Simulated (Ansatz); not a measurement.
Basis sets compared for the cluster SiTe2⁺. The state is a doublet with charge 1. Geometry B3LYP-D4/def2-TZVP. Ansatz on 4 threads of AMD EPYC 9R45 on a shared host; times are rough, and most runs start from earlier orbitals.

```
atom    x (Å)    y (Å)    z (Å)
 Si1  -1.2150   0.8070   0.1094
 Te2  -0.0175  -1.4281   0.5590
 Te3   1.2326   0.6212  -0.6683
```

In the def2 sets Te takes a core potential; there is no spin–orbit coupling. The structure comes from a short search, and lower isomers may exist.

```tsv
level	functions	energy (Eh)	HOMO (eV)	LUMO (eV)	wall time
PBE-D4/def2-SVP	70	-825.0487	-10.87	-10.09	0.4 s
PBE0-D4/def2-SVP	70	-825.0976	-11.95	-9.39	0.6 s
```

(1) Estimate the rows for PBE-D4/def2-TZVP (with forces), PBE0-D4/def2-TZVP.

Results:

(1) 
```tsv
level	functions	energy (Eh)	HOMO (eV)	LUMO (eV)	wall time
PBE-D4/def2-TZVP (with forces)	137	-825.1733	-10.81	-9.98	0.8 s
PBE0-D4/def2-TZVP	137	-825.2221	-11.87	-9.26	1.1 s
```
